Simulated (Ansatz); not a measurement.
The same path of a periodic cell of 17 atoms, LiSi16 (host Si, host structure diamond, interstitial Li), cell charge +1 was run twice with different band settings. Lost on the way: Si1–Li17, Si5–Li17, Si6–Li17, Si13–Li17. Made: Si2–Li17, Si9–Li17, Si10–Li17, Si14–Li17.

Theory: DFT PBE, scalar-relativistic, plane waves, PAW (Ansatz). Settings: PAW set soft_1, cutoff 420 eV, k mesh 2x2x2, gaussian smearing 0.02 eV, no spin polarisation.

Relaxed end points:

```xyz
17
Lattice="0.0000 5.4300 5.4300 5.4300 0.0000 5.4300 5.4300 5.4300 0.0000" Properties=species:S:1:pos:R:3
Si 0.020 -0.002 0.000
Si 1.347 1.364 1.366
Si 2.713 2.691 -0.001
Si 4.095 4.045 1.382
Si 2.713 -0.003 2.693
Si 4.095 1.380 4.047
Si 5.428 2.712 2.714
Si 6.760 4.045 4.047
Si -0.002 2.713 2.715
Si 1.347 4.061 4.063
Si 2.713 5.428 2.736
Si 4.080 6.794 4.063
Si 2.713 2.734 5.430
Si 4.080 4.061 6.796
Si 5.407 5.428 5.429
Si 6.761 6.810 6.812
Li 8.143 5.427 5.429
```

```xyz
17
Lattice="0.0000 5.4300 5.4300 5.4300 0.0000 5.4300 5.4300 5.4300 0.0000" Properties=species:S:1:pos:R:3
Si -0.010 0.008 -0.009
Si 1.357 1.335 1.358
Si 2.740 2.689 -0.025
Si 4.093 4.072 1.357
Si 2.724 0.009 2.725
Si 4.073 1.358 4.073
Si 5.421 2.706 2.723
Si 6.787 4.072 4.051
Si -0.026 2.688 2.741
Si 1.357 4.071 4.094
Si 2.738 5.453 2.738
Si 4.070 6.784 4.072
Si 2.723 2.705 5.421
Si 4.050 4.072 6.788
Si 5.405 5.454 5.405
Si 6.787 6.808 6.787
Li 6.782 4.064 6.786
```

Common settings: movable images 3; climbing image yes; optimiser fire; force threshold 0.05 eV/Å; end points relaxed.

| run | spring | start path | iteration limit |
| --- | --- | --- | --- |
| 1 | 5.0 eV/Å² | IDPP | 80 |
| 2 | 50.0 eV/Å² | default | 50 |

Q: What does each run give, and how far can it be trusted?

A: Run 1: converged after 24 iterations, highest image 0.587 eV above the first end. By the program's own check the climbing image is of a kind that is not told: the force calls were inconclusive, a negative curvature could not be distinguished from the path's own, the only one lies far off the path, or fixed occupations may fill a level only in part (lowest curvatures found: -2.17 and 0.84 eV/Å²).
Run 2: converged after 22 iterations, highest image 0.588 eV above the first end. The order of the stationary point at the top wasn't checked.
Limits of this set-up: a small cell, in which the defect meets its images, charged cell in a uniform background, uncorrected.
